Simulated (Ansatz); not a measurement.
Species: C2H6BO (charge 0, doublet). It need not be the lowest isomer of its formula. SMILES: O(C)[B]C
Coordinates optimised at B3LYP-D3(BJ)/def2-TZVP (Ansatz, a program for electronic structure):
```xyz
10

C      1.9177    -0.3018    -0.5644
B      0.6518     0.1803     0.2116
O     -0.5976    -0.1244    -0.1357
C     -1.7587     0.3149     0.5719
H      2.5742    -0.8746     0.0960
H      1.6617    -0.9218    -1.4306
H      2.5042     0.5550    -0.9064
H     -1.4813     0.9296     1.4292
H     -2.3099    -0.5635     0.9068
H     -2.3811     0.8906    -0.1128
```
Charge 0, spin multiplicity 2.

Wanted: atomisation energy (electronic, to ground-state atoms), in eV. Valence correlation only, unless marked. UHF or UKS for open shells. Spin-orbit coupling is left out. No relativistic terms. The coupled-cluster limit lacks core correlation, which all-electron functionals hold. Basis-set limits of correlation are two-point, X^-3; Hartree-Fock from the larger set.

```csv
level,program,atomisation energy (eV)
PBE-D3(BJ)/def2-TZVPD,Ansatz + dftd3,___
BLYP-D3(BJ)/def2-TZVPD,Ansatz + dftd3,39.77
revPBE/def2-TZVPD,Ansatz,___
BHLYP-D4/def2-TZVPD,Ansatz + dftd4,38.78
CCSD/cc-pVTZ,Ansatz,38.23
"CCSD(T)/CBS(cc-pVTZ,cc-pVQZ)",Ansatz,___
```

Some entries are withheld; supply them.


- PBE-D3(BJ)/def2-TZVPD, atomisation energy (eV): 40.66
- revPBE/def2-TZVPD, atomisation energy (eV): 39.19
- CCSD(T)/CBS(cc-pVTZ,cc-pVQZ), atomisation energy (eV): 39.60
